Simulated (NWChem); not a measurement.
Si2H4OClF; SMILES [SiH2](F)O[SiH2]Cl

```xyz
9

Si    -0.6410    -1.7743    -0.2192
F     -0.0757    -2.4663     1.1182
O      0.2598    -0.4418    -0.5638
Si     0.9401     0.9918    -0.1464
Cl    -0.3635     2.1057     1.0246
H     -2.0468    -1.3826     0.0182
H     -0.4834    -2.7203    -1.3431
H      1.2004     1.7620    -1.3789
H      2.1635     0.7698     0.6523
```
Atoms are numbered in this order, from 1.

All runs: NWChem. Structure relaxed at the B3LYP/6-31G* (spherical d) level. B3LYP is NWChem's, with the RPA form of VWN correlation. Level: B3LYP/def2-SVP with SMD (1 M gas to 1 M solution), gas-phase geometry. Reactions with the solvent are ignored.

Order these by “cavity-dispersion-structure term (kcal/mol)”, lowest first: cyclohexanone; toluene; 1-propanol; water.

toluene (-1.3), 1-propanol (-0.7), cyclohexanone (-0.2), water (3.3)
